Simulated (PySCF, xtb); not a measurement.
**Two structures of BGaH2Si**

Structure I: a singlet given by its coordinates. Structure II: a triplet given by its coordinates. Both are isolated molecules in the gas phase, relaxed with B3LYP-D3(BJ)/def2-SVP.

I (Å):

```xyz
5

B    -2.6814    0.1133   -0.2519
Ga   -0.7139   -0.9555   -0.4638
Si   -1.9079   -0.3063    1.3637
H    -3.2797    0.4382   -1.2389
H     0.3066   -1.5097   -1.5167
```

Close contacts (Å): B1–Ga2 2.25, B1–Si3 1.84, Ga2–Si3 2.28, B1–H4 1.20, Ga2–H5 1.57.

II (Å):

```xyz
5

B     0.0566   -0.3644    0.2386
Ga   -2.1285   -0.5183   -1.1589
Si   -0.1251    0.9736   -1.2691
H     0.7837   -0.0808    1.1643
H    -0.3669   -1.5110    0.2971
```

Close contacts (Å): B1–Ga2 2.60, B1–Si3 2.02, Ga2–Si3 2.50, B1–H4 1.21, B1–H5 1.22.

Question: Which of the two would you expect CCSD(T)/def2-SVP + ΔMP2/def2-TZVPP electronic energies to favour?

Answer: Structure I; the calculation gives E(II) − E(I) = +62.1 kJ/mol.

Level by level:

```json
{"level": "B3LYP-D3(BJ)/def2-SVP", "geometry": "B3LYP-D3(BJ)/def2-SVP", "E(II) − E(I) (kJ/mol)": "+18.8", "departure from the last row (kJ/mol)": "−43.3", "job, with rough time for the two": "optimisation, 2.4 min"}
{"level": "HF/def2-SVP", "geometry": "B3LYP-D3(BJ)/def2-SVP", "E(II) − E(I) (kJ/mol)": "−34.6", "departure from the last row (kJ/mol)": "−96.7", "job, with rough time for the two": "part of the CCSD(T) run"}
{"level": "MP2/def2-SVP", "geometry": "B3LYP-D3(BJ)/def2-SVP", "E(II) − E(I) (kJ/mol)": "+86.5", "departure from the last row (kJ/mol)": "+24.4", "job, with rough time for the two": "part of the CCSD(T) run"}
{"level": "CCSD(T)/def2-SVP", "geometry": "B3LYP-D3(BJ)/def2-SVP", "E(II) − E(I) (kJ/mol)": "+56.1", "departure from the last row (kJ/mol)": "−6.0", "job, with rough time for the two": "single point"}
{"level": "CCSD(T)/def2-SVP + ΔMP2/def2-TZVPP", "geometry": "B3LYP-D3(BJ)/def2-SVP", "E(II) − E(I) (kJ/mol)": "+62.1", "departure from the last row (kJ/mol)": "", "job, with rough time for the two": "single point, 82 s"}
```

HF/def2-SVP puts the two in the other order. The largest departure from CCSD(T)/def2-SVP + ΔMP2/def2-TZVPP is that of HF/def2-SVP, 96.7 kJ/mol. No reliable frequencies are at hand for II, so it isn't confirmed as a minimum. Levels run at GFN2-xTB geometries aren't shown. The last row adds to CCSD(T) the change of the MP2 difference between the two basis sets, here +6.0 kJ/mol. The triplet state of II needn't be its ground state.

Open shells are spin-unrestricted. The correlated steps freeze 15 core orbitals; the filled d shell of Ga is correlated, in a basis made for valence electrons. Programs: PySCF 2.14.0, xtb 6.7.1; the last row on 2 threads of Arm Neoverse V1 on a shared host.
